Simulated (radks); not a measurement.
Results of a calculation; reference values are marked as such.
Coherent X-ray form factor from a spherical all-electron density. Code: a radial shooting solver on a logarithmic mesh with Libxc functionals. Model: Dirac Kohn-Sham, PBE, spin-unpolarised, spherical densities, finite nucleus; Fermi nuclear charge, rms radius of each element as measured or else 0.836 A^(1/3) + 0.57 fm.

sin(theta)/lambda (1/angstrom)  f0 (electrons)
0.05                                    30.501
0.1                                     29.189
0.15                                    27.450
0.2                                     25.606
0.25                                    23.813
0.3                                     22.113
0.4                                     18.979
0.5                                     16.177
0.6                                     13.754
0.8                                     10.177
1                                        8.056
1.25                                     6.626
1.5                                      5.774
2                                        4.442

The species is in the configuration that NIST lists as its ground one. Which atom or ion scatters so?

Answer. The germanium ion Ge+, [Ar] 3d10 4s2 4p1. Extrapolating in s^2 from the first two rows gives f0(0) = 30.9, near the electron count 31; among species with that count, the fall with angle is slower the higher Z, and the table is that of Z = 32; from so few rows the species is fixed only to a neighbour or two.
